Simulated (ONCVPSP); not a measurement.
## germanium (Ge): one change to an ONCV potential, before and after

ONCVPSP 4.0.1 input, shortened (lines: element, Z, core and valence counts, functional; n l f; lmax; l rc ep ncon nbas qcut; lloc lpopt rc5 dvloc0; l nproj debl; icmod fcfact rcfact), LDA (Perdew-Wang 92), scalar-relativistic:

```
  Ge 32.00    5    3  -001012      upf
    1    0    2.00
    2    0    2.00
    2    1    6.00
    3    0    2.00
    3    1    6.00
    3    2   10.00
    4    0    2.00
    4    1    2.00
    2
    0    1.60    0.00    4    8    3.70
    1    1.60    0.00    4    9    5.10
    2    0.65    0.00    4    7   16.70
    2    5    0.65    0.00
    0    2    1.80
    1    2    1.80
    2    0    1.60
    0    0.00    0.00
```

All-electron outer shells of the reference configuration (LDA (PZ), scalar-relativistic, ld1.x):

```
shell  level (eV)  outermost node (bohr)  outermost maximum (bohr)
   3s     -167.73                   0.26                      0.54
   3p     -115.38                   0.23                      0.54
   3d      -29.55                      –                      0.50
   4s      -11.95                   0.77                      1.73
   4p       -4.05                   0.82                      2.19
```

Change: p: qcut 6.7.

Cutoffs: the cutoffs (Ha) at which the residual kinetic energy of the hardest occupied pseudo-wave falls to 1 and 0.1 mHa per electron; they do not see the model core or the augmentation charge, which bear on the density cutoff. Errors are all-electron minus pseudo energies relative to the spin-unpolarised reference configuration.

How do hardness, ghosts and transferability respond?

The potential gets neither clearly harder nor softer (373 Ha and 441 Ha → 373 Ha and 441 Ha); both files keep a bound ghost (p, s); the errors of the 4 common tests hardly move.

| quantity | base | changed |
| --- | --- | --- |
| cutoff, loose | 373 Ha | 373 Ha |
| cutoff, tight | 441 Ha | 441 Ha |
| loose cutoff by channel | s 14 Ha, p 6.8 Ha, d 373 Ha | s 14 Ha, p 6.6 Ha, d 373 Ha |
| bound ghosts | s, p | s, p |
| GHOST(+) flags under 300 eV | s at 94.3 eV | s at 94.3 eV |
| error for 3d10 4s2 4p1, meV [ΔE 7.63 eV] | -1.0 | -1.1 |
| error for 3d10 4s2 4p0, meV [ΔE 23.34 eV] | -2.8 | -2.8 |
| error for 3d10 4s1 4p0, meV [ΔE 58.56 eV] | +5.2 | +4.8 |
| error for 3d9 4s2 4p3, meV [ΔE 29.73 eV] | -446 | -487 |
| s: phases at 1.62 bohr within 0.05 rad from the reference energy up to (Ha; the scan ends near 5) | 3.3 | 3.3 |
| p: phases at 1.62 bohr within 0.05 rad from the reference energy up to (Ha; the scan ends near 5) | 4.8 | to the end of the scan |
| d: phases at 0.66 bohr within 0.05 rad from the reference energy up to (Ha; the scan ends near 5) | to the end of the scan | to the end of the scan |

 A true bound ghost makes a file unfit for plane-wave use even where its test errors are small: the radial tests pick states by their node count and pass the ghost by.
